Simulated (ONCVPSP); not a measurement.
What the settings do to the ONCV potential of Gd

Base potential:

ONCVPSP 4.0.1 input, shortened (lines: element, Z, core and valence counts, functional; n l f; lmax; l rc ep ncon nbas qcut; lloc lpopt rc5 dvloc0; l nproj debl; icmod fcfact rcfact), PBE, scalar-relativistic:

```
  Gd 64.00    9    6        4      upf
    1    0    2.00
    2    0    2.00
    2    1    6.00
    3    0    2.00
    3    1    6.00
    3    2   10.00
    4    0    2.00
    4    1    6.00
    4    2   10.00
    4    3    7.00
    5    0    2.00
    5    1    6.00
    5    2    1.00
    6    0    1.75
    6    1    0.25
    3
    0    2.10    0.00    4    8    6.00
    1    2.35    0.00    3    6    6.00
    2    3.25    0.00    4    9    4.70
    3    0.75    0.00    3    7   13.80
    4    4    0.55    4.00
    0    2    1.30
    1    2    3.70
    2    2    3.10
    3    1    2.20
    1    0.70    0.00
```

Cutoffs, loose and tight: the cutoffs (Ha) at which the residual kinetic energy of the hardest occupied pseudo-wave falls to 1 and 0.1 mHa per electron. They do not see the model core or the augmentation charge, which bear on the density cutoff. Test errors are all-electron minus pseudo excitation energies from the reference, over the configurations 4f7 5s2 5p6 5d1 6s2 6p0; 4f7 5s2 5p6 5d1 6s1 6p0; 4f7 5s2 5p6 5d1 6s0 6p0; 4f7 5s2 5p6 5d1.5 6s1.5 6p0. A dash means not determined; rows that change the core or the reference have their own tests.

A true bound ghost makes a file unfit for plane-wave use even where its test errors are small: the radial tests pick states by their node count and pass the ghost by.

| change | outcome | bound ghosts | GHOST(+) flags above zero | largest test error (meV) |
| --- | --- | --- | --- | --- |
| base | generated | s, p, d | none | -7.3 |
| d: qcut 3.4 | generated | s, p, d | none | -16 |
| d: qcut 4.6 | generated | s, p, d | none | -7.6 |
| d: qcut 5.1 | generated | s, p | d | -6.6 |
| d: qcut 5.7 | generated | s, p | d | -6.0 |
| d: qcut 6 | generated | s, p | d | -5.8 |
| d: qcut 6.4 | generated | s, p | d | -5.7 |
| d: qcut 7.1 | generated | s, p, d | none | -6.6 |

(1) What comes out with this change to the base: d: qcut 3.7?

(2) What comes out with this change to the base: d: qcut 2.9?

(3) What comes out with this change to the base: d: qcut 4.1?

## Answers

(1) outcome: generated; bound ghosts: s, p, d; GHOST(+) flags above zero: none; largest test error (meV): -13.

(2) outcome: generated; bound ghosts: s, p, d; GHOST(+) flags above zero: none; largest test error (meV): -24.

(3) outcome: generated; bound ghosts: s, p, d; GHOST(+) flags above zero: none; largest test error (meV): -9.7.

Reading the sweep of the qcut of the d channel (base included, trends over the rows without a ghost): Bound ghosts are found at 2.9, 3.4, 3.7, 4.1, 4.6, 4.7, 5.1, 5.7, 6, 6.4, 7.1 1/bohr. Every judged row has one, so this setting neither creates nor removes them.
